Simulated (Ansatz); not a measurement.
`C[Si](C)(C)O[Si](C)(C)O[Si](C)(C)O[Si](C)(C)O[Si](C)(C)O[Si](C)(C)C` with charge -1, relaxed as a doublet with UKS PBE-D4/def2-SVP in Ansatz, starting from the PBE-D4/def2-SVP geometry of the neutral singlet. Force threshold 0.03 eV/Å.

Single mean-field runs in def2-SVP are fitted with def2-universal-jkfit. The highest occupied level of the relaxed charge -1 doublet lies above zero (up to 2.54 eV). By energy differences it is unbound by 1.25 eV (each at its own geometry, against the charge 0 singlet, at PBE-D4/def2-SVP) and held by the finite basis.

Start:

Cartesian coordinates in Å:
```
C 1.284 -2.745 2.492
Si 1.787 -3.704 0.948
C 3.644 -3.569 0.648
C 1.272 -5.517 1.089
O 0.991 -3.000 -0.358
Si 0.222 -3.063 -1.839
C 1.493 -2.942 -3.213
C -0.832 -4.614 -1.952
O -0.771 -1.716 -1.945
Si -1.552 -0.660 -0.891
C -2.173 -1.579 0.621
C -2.925 0.156 -1.870
O -0.455 0.502 -0.367
Si 0.979 1.195 -0.928
C 2.431 0.161 -0.342
C 0.911 1.366 -2.794
O 1.086 2.726 -0.265
Si 0.876 3.525 1.201
C 2.166 4.881 1.295
C 1.001 2.286 2.614
O -0.625 4.260 1.225
Si -2.233 3.963 0.800
C -2.357 3.847 -1.078
C -3.232 5.421 1.450
C -2.789 2.349 1.606
H 0.210 -2.895 2.726
H 1.451 -1.657 2.348
H 1.872 -3.070 3.376
H 3.951 -2.507 0.559
H 3.934 -4.087 -0.291
H 4.221 -4.025 1.480
H 1.571 -6.093 0.188
H 0.172 -5.611 1.204
H 1.747 -5.998 1.969
H 2.102 -2.023 -3.095
H 1.003 -2.902 -4.207
H 2.180 -3.813 -3.202
H -1.406 -4.634 -2.901
H -0.210 -5.531 -1.907
H -1.557 -4.652 -1.113
H -1.319 -2.041 1.155
H -2.692 -0.893 1.321
H -2.883 -2.382 0.334
H -3.468 0.896 -1.249
H -2.515 0.684 -2.754
H -3.653 -0.600 -2.229
H 2.352 -0.879 -0.715
H 2.445 0.117 0.766
H 3.393 0.597 -0.683
H 1.856 1.784 -3.196
H 0.732 0.378 -3.263
H 0.086 2.045 -3.090
H 2.034 5.493 2.211
H 3.191 4.458 1.302
H 2.076 5.553 0.416
H 0.765 2.764 3.587
H 0.288 1.449 2.458
H 2.023 1.859 2.682
H -3.407 3.706 -1.409
H -1.966 4.768 -1.556
H -1.762 2.988 -1.447
H -4.309 5.307 1.208
H -3.136 5.508 2.552
H -2.879 6.373 1.002
H -3.839 2.100 1.345
H -2.716 2.410 2.712
H -2.136 1.524 1.258
```

**Question.** Estimate the energy that the relaxation releases and the steps that it takes.

**Answer.** 1.9 kcal/mol, in 20 steps; 3.1 min on 2 threads of AMD EPYC 7R13 on a shared host and a share (18 GiB) of an NVIDIA H100 80GB HBM3. The force fell under the threshold at step 18, but the optimiser went on. No frequencies were taken in this run, so the end may be a saddle point.

**Question.** Does the start keep its bonding and symmetry?

**Answer.** By distances, no bond broke or formed. The bond that changes most is Si14–O17, from 1.67 to 1.68 Å (atoms count from 1).

**Question.** Predict the relaxed structure.

**Answer.** 
```xyz
67

C     1.793   -3.331    2.513
Si    2.085   -3.995    0.773
C     3.860   -3.640    0.231
C     1.790   -5.864    0.731
O     1.012   -3.213   -0.258
Si    0.155   -3.152   -1.692
C     1.323   -3.184   -3.165
C    -1.081   -4.570   -1.768
O    -0.674   -1.695   -1.732
Si   -1.489   -0.634   -0.712
C    -1.804   -1.380    0.981
C    -3.082   -0.154   -1.585
O    -0.551    0.750   -0.522
Si    0.976    1.346   -0.902
C     2.342    0.195   -0.327
C     1.068    1.695   -2.745
O     1.123    2.813   -0.092
Si    0.654    3.475    1.377
C     1.981    4.716    1.858
C     0.416    2.145    2.686
O    -0.762    4.350    1.186
Si   -2.323    4.273    0.556
C    -2.272    3.794   -1.266
C    -3.040    6.013    0.758
C    -3.357    3.039    1.545
H     0.757   -3.552    2.850
H     1.930   -2.226    2.541
H     2.504   -3.796    3.234
H     4.064   -2.548    0.240
H     4.037   -4.016   -0.800
H     4.583   -4.140    0.917
H     1.962   -6.263   -0.294
H     0.745   -6.109    1.022
H     2.482   -6.385    1.434
H     2.054   -2.349   -3.101
H     0.759   -3.085   -4.120
H     1.888   -4.144   -3.178
H    -1.741   -4.466   -2.658
H    -0.551   -5.549   -1.826
H    -1.720   -4.572   -0.857
H    -0.841   -1.613    1.482
H    -2.368   -0.657    1.616
H    -2.392   -2.324    0.900
H    -3.656    0.590   -0.990
H    -2.860    0.287   -2.580
H    -3.716   -1.055   -1.735
H     2.297   -0.778   -0.859
H     2.247   -0.016    0.761
H     3.339    0.656   -0.508
H     2.047    2.140   -3.023
H     0.939    0.744   -3.306
H     0.262    2.395   -3.050
H     1.712    5.242    2.799
H     2.956    4.206    2.006
H     2.103    5.475    1.058
H     0.086    2.595    3.648
H    -0.352    1.413    2.360
H     1.358    1.579    2.863
H    -3.289    3.828   -1.715
H    -1.610    4.479   -1.838
H    -1.881    2.762   -1.370
H    -4.081    6.061    0.373
H    -3.052    6.313    1.827
H    -2.430    6.756    0.200
H    -4.408    3.018    1.179
H    -3.368    3.300    2.626
H    -2.941    2.012    1.442
```
Bond lengths: 14 × C–Si 1.88 to 1.89 Å; 10 × O–Si 1.67 to 1.69 Å; 42 × C–H 1.11 to 1.12 Å.
